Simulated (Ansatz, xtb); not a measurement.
**Two structures of MgO2S**

Structure a: a singlet given by its coordinates. Structure b: a triplet given by its coordinates. Both are isolated molecules in the gas phase, relaxed with PBE0-D4/def2-TZVP.

a (Å):

```tsv
atom	x (Å)	y (Å)	z (Å)
Mg	-0.6333	-0.6591	-1.2711
O	-1.0985	0.4915	0.2629
O	1.0756	-0.3234	-0.3434
S	0.4149	0.8593	0.4466
```

Close contacts (Å): Mg1–O2 1.97, Mg1–O3 1.97, Mg1–S4 2.52, O2–S4 1.57, O3–S4 1.57.

b (Å):

```xyz
4

Mg   -0.6757   -0.7647   -1.2815
O    -1.0708    0.6036    0.2054
O     1.1005   -0.2101   -0.4000
S     0.4047    0.7396    0.5711
```

Close contacts (Å): Mg1–O2 2.06, Mg1–O3 2.06, Mg1–S4 2.62, O2–S4 1.53, O3–S4 1.53.

Q: Which of the two would you expect CCSD(T)/def2-TZVPP electronic energies to favour?

A: Too close to call at this level: CCSD(T)/def2-TZVPP gives E(b) − E(a) = +0.17 kcal/mol.

The same difference at several levels:

```csv
level,geometry,E(b) − E(a) (kcal/mol),departure from the last row (kcal/mol),"job, with rough time for the two"
PBE0-D4/def2-TZVP,PBE0-D4/def2-TZVP,−18.87,−19.04,"optimisation, 46 s"
HF/def2-TZVPP,PBE0-D4/def2-TZVP,−50.62,−50.79,part of the CCSD(T) run
MP2/def2-TZVPP,PBE0-D4/def2-TZVP,−19.87,−20.03,part of the CCSD(T) run
CCSD(T)/def2-TZVPP,PBE0-D4/def2-TZVP,+0.17,,"single point, 1.8 min"
```

The largest departure from CCSD(T)/def2-TZVPP is that of HF/def2-TZVPP, 50.79 kcal/mol. Levels run at GFN2-xTB geometries aren't shown.

With harmonic frequencies from PBE0-D4/def2-TZVP (ideal gas, rigid rotor, one conformer each, 298.15 K, 1 atm): on the last row, ΔE + ΔZPE = +0.39, ΔH = +0.48, ΔG = 0.00 kcal/mol.

The T1 diagnostic of structure a is large, so the coupled-cluster value is less sure. Open shells are spin-unrestricted. The correlated steps freeze 8 core orbitals; the last core shell of Mg is correlated, in a basis made for valence electrons. ΔG holds the spin degeneracy. Programs: Ansatz 0.2.0; the last row on 2 threads of Arm Neoverse V1 on a shared host.
